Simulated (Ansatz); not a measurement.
Cost and result for the atomization energy of H$_{3}$InO (`[OH][InH2]`) (5 atoms, 4 bonds).

```xyz
5

O     0.4382   -0.8918   -0.9828
In   -0.3813    0.4144    0.2773
H     1.2816   -1.2354   -0.6808
H     0.5367    0.7209    1.6931
H    -1.8753    0.9919   -0.3068
```

Charge 0, multiplicity 1. Correlated methods include outer-core shells of In, which these sets cover unevenly. In takes the def2 core potential. All single points use the PBE0-D4/def2-TZVP geometry. Program: Ansatz. Hardware: A = 2 threads of an AMD EPYC 7R13 on a shared host; B = 2 threads of an AMD EPYC 7R13 on a shared host and a share of an NVIDIA H100 80 GB. Times are those of one run each, without the atoms' runs, and a repeat can differ threefold. Electronic energies, without spin–orbit coupling; frozen cores. CCSD(T)/CBS adds CCSD(T) − MP2 in def2-TZVPP to the MP2 limit, and its time is that of the two runs behind it. T1 = 0.017. With those shells the extrapolation isn't a true limit. B3LYP takes the VWN-RPA correlation (the form of Gaussian; ORCA's B3LYP/G). HSE06 is the plane-wave form, built on full-range PBE exchange.

CCSD(T)/CBS is a level of theory with its own doubt, some kJ/mol a heavy atom from the limit and from the frozen cores, so smaller differences don't rank the functionals.

```csv
level,functions,atomization (kJ/mol),difference from CCSD(T)/CBS,per bond
CCSD(T)/CBS(def2),–,1282.5,0.0,0.0
CCSD(T)/def2-SVP [A],55,1160.0,-122.5,-30.6
CCSD(T)/def2-TZVPP [A],123,1241.7,-40.8,-10.2
BLYP-D4/def2-TZVPP [A],123,1249.3,-33.2,-8.3
HSE06-D4/def2-TZVPP [A],123,1231.6,-50.9,-12.7
BHLYP-D4/def2-TZVPP [A],123,1200.3,-82.2,-20.5
B97M-V/def2-TZVPP [A],123,1276.0,-6.5,-1.6
PBE-D4/def2-TZVPP (with forces) [A],123,1263.0,-19.5,-4.9
ωB97X-V/def2-TZVPP [A],123,1275.6,-6.9,-1.7
B3LYP-D4/def2-TZVPP (with forces) [A],123,1246.7,-35.8,-8.9
r2SCAN-D4/def2-TZVPP (with forces) [A],123,1263.2,-19.3,-4.8
PBE0-D4/def2-TZVPP [A],123,1231.3,-51.2,-12.8
CCSD(T)/def2-QZVPP [B],229,1269.8,-12.7,-3.2
```

**Question.** Order the runs by time, with rough figures. (Estimate.)

**Answer.** Ansatz gave: BLYP-D4/def2-TZVPP [A] 0.96 s; PBE0-D4/def2-TZVPP [A] 0.96 s; CCSD(T)/def2-SVP [A] 0.96 s; BHLYP-D4/def2-TZVPP [A] 1 s; PBE-D4/def2-TZVPP (with forces) [A] 1 s; HSE06-D4/def2-TZVPP [A] 1.1 s; B3LYP-D4/def2-TZVPP (with forces) [A] 1.2 s; r2SCAN-D4/def2-TZVPP (with forces) [A] 1.8 s; ωB97X-V/def2-TZVPP [A] 2.6 s; B97M-V/def2-TZVPP [A] 3 s; CCSD(T)/def2-QZVPP [B] 5 s; CCSD(T)/def2-TZVPP [A] 9 s; CCSD(T)/CBS(def2) 14 s.

From BLYP to BHLYP (50 % exact exchange), in def2-TZVPP and without D4, the atomization energy moves by −44.6 kJ/mol: exact exchange takes away binding that semilocal exchange gives to molecules. The D4 term adds +8.8 kJ/mol with B3LYP and +4.5 kJ/mol with PBE0; it sums over pairs of atoms, weighted by their polarisabilities, and B3LYP, whose exchange is more repulsive, gets the larger term. At CCSD(T), def2-SVP lies −122.5 kJ/mol from the extrapolated value and def2-TZVPP −40.7 kJ/mol: correlation converges slowly with the basis, and small sets miss more of it in the bonded molecule than in its fragments.

Spin–orbit coupling would lower the free In atoms strongly, and the atomization energy with them, by more than many differences here.
